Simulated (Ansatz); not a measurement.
Potential energy surface of H₂O (cation, charge +1), doublet: symmetric bend, bond length relaxed. Scanned: H-O-H angle. Other coordinates (O-H bond length) were minimised at B3LYP/def2-TZVP.

- UKS-PBE/cc-pVDZ = unrestricted PBE/cc-pVDZ (Ansatz, a quantum-chemistry and plane-wave program)
- UKS-B3LYP/cc-pVDZ = unrestricted B3LYP/cc-pVDZ in Ansatz
- FCI/cc-pVDZ = full CI/cc-pVDZ, frozen core run with Ansatz

Energies relative to the lowest point of each profile, in eV; the last columns give the error against full CI:

```
a / °   UKS-PBE/cc-pVDZ  UKS-B3LYP/cc-pVDZ  FCI/cc-pVDZ  UKS-PBE/cc-pVDZ − FCI/cc-pVDZ  UKS-B3LYP/cc-pVDZ − FCI/cc-pVDZ
------  ---------------  -----------------  -----------  -----------------------------  -------------------------------
180               0.943              0.911        1.066                         -0.122                           -0.155
170.64            0.907              0.875        1.022                         -0.115                           -0.147
164.47            0.846              0.814        0.949                         -0.103                           -0.135
156.20            0.726              0.695        0.808                         -0.081                           -0.112
147.15            0.560              0.531        0.615                         -0.055                           -0.084
139.12            0.401              0.375        0.434                         -0.033                           -0.059
133.71            0.296              0.273        0.317                         -0.021                           -0.044
123.76            0.128              0.113        0.134                         -0.006                           -0.021
115.76            0.035              0.028        0.035                          0.000                           -0.008
109.90            0.000              0.000        0.000                          0.000                            0.000
100.01            0.022              0.037        0.028                         -0.006                            0.009
92.48             0.121              0.150        0.136                         -0.015                            0.014
84.55             0.312              0.358        0.341                         -0.029                            0.017
75.66             0.643              0.712        0.694                         -0.051                            0.018
67.23             1.080              1.173        1.158                         -0.078                            0.015
60                1.557              1.671        1.663                         -0.106                            0.008
```

UKS-PBE/cc-pVDZ is furthest from FCI/cc-pVDZ at 180 (-0.122 eV, below); its mean absolute error over the points is 0.051 eV.

UKS-B3LYP/cc-pVDZ is furthest from FCI/cc-pVDZ at 180 (-0.155 eV, below); its mean absolute error over the points is 0.053 eV.
